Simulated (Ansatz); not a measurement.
CH4OSi, SMILES `C[SiH]=O` (charge 0, multiplicity 1).

Cartesian coordinates (Å):
SMILES: C[SiH]=O
```xyz
7

C     -0.8379    -0.0159     0.0020
Si     1.0131     0.0823    -0.0240
O      1.8466     1.2921    -0.4177
H     -1.1779    -0.8253    -0.6504
H     -1.1839    -0.2537     1.0121
H     -1.2882     0.9214    -0.3211
H      1.6281    -1.2009     0.3991
```
Charge 0, multiplicity 1.

Frozen-core energies in 6-31g from Ansatz (a first-principles code) at a geometry from B3LYP-D3(BJ)/def2-TZVP; the HF reference has <S^2> = 0.00 and the T1 diagnostic is 0.021.

| level | energy (Ha) | difference from CCSDTQ (mHa) |
|---|---|---|
| HF | -403.85334 | 314.66 |
| MP2 | -404.14226 | 25.75 |
| CCSD | -404.15714 | 10.87 |
| CCSD(T) | -404.16628 | 1.73 |
| CCSDT | -404.16701 | 1.00 |
| CCSDT(Q) | -404.16820 | -0.20 |
| CCSDTQ | -404.16801 | 0.00 |
